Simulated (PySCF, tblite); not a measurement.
Isomers of C6H7ClF (doublet state), one GFN2-xTB conformer each. Single-point energies are computed at B3LYP/pcH-1 (PySCF, gas phase, no added dispersion term), electronic only. GFN2-xTB treats the open shell by occupation alone, and not every SCF solution was tested for stability.

**Question.** Rank them by B3LYP/pcH-1 energy, lowest first (kcal/mol).
A. `[CH2:1]=[CH:2][CH:3]/[C:4](=[CH:5]/[F:6])[CH2:7][Cl:8]` (doublet state) with C1–C2–C3–C4 180°, C2–C3–C4–C5 -178°, C3–C4–C7–Cl8 -71°
B. `[CH2:1]=[C:2][C@@H:3]1[CH2:4][C@H:5]([Cl:6])[C@@H:7]1[F:8]` (doublet state) with C1–C2–C3–C4 105°, C2–C3–C4–C5 -136°, C3–C4–C5–Cl6 134°, C4–C5–C7–F8 102°, C2–C3–C7–C5 133°
C. `F[C@@]12[CH]C[C@@H](C1)[C@H]2Cl` [radical]
D. `[CH2:1]=[CH:2][CH2:3]/[C:4]([CH:5][Cl:6])=[CH:7]/[F:8]` (doublet state) with C1–C2–C3–C4 -119°, C2–C3–C4–C5 -83°, C3–C4–C5–Cl6 -2°
E. `[CH2:1]=[C:2]([CH3:3])/[C:4]([F:5])=[CH:6]/[CH:7][Cl:8]` (doublet state) with C1–C2–C4–F5 0°, C4–C6–C7–Cl8 180°

**Answer.** E (0.0), A (5.8), D (16.0), C (30.1), B (44.0).

As drawn, the highest has a four-membered ring, which the lowest lacks. GFN2-xTB itself gives, in the same order: 0.0, 8.7, 14.1, 6.9, 33.6. Both levels put the same isomer lowest; measured from each level's own lowest isomer, the values differ by up to 23.2 kcal/mol (F[C@@]12[CH]C[C@@H](C1)[C@H]2Cl: 6.9 against 30.1).

**Question.** What happens when harmonic zero-point energies from GFN2-xTB frequencies are added?

**Answer.** 
```tsv
SMILES	ZPE (kcal/mol)	electronic (kcal/mol)	with ZPE (kcal/mol)
C=C(C)/C(F)=C/[CH]Cl	68.4	0.0	0.0
C=C[CH]/C(=C/F)CCl	68.4	5.8	5.7
C=CC/C([CH]Cl)=C/F	68.3	16.0	15.9
F[C@@]12[CH]C[C@@H](C1)[C@H]2Cl	70.5	30.1	32.2
C=[C][C@@H]1C[C@H](Cl)[C@@H]1F	68.7	44.0	44.3
```

The zero-point energies span 2.2 kcal/mol. The order is unchanged.
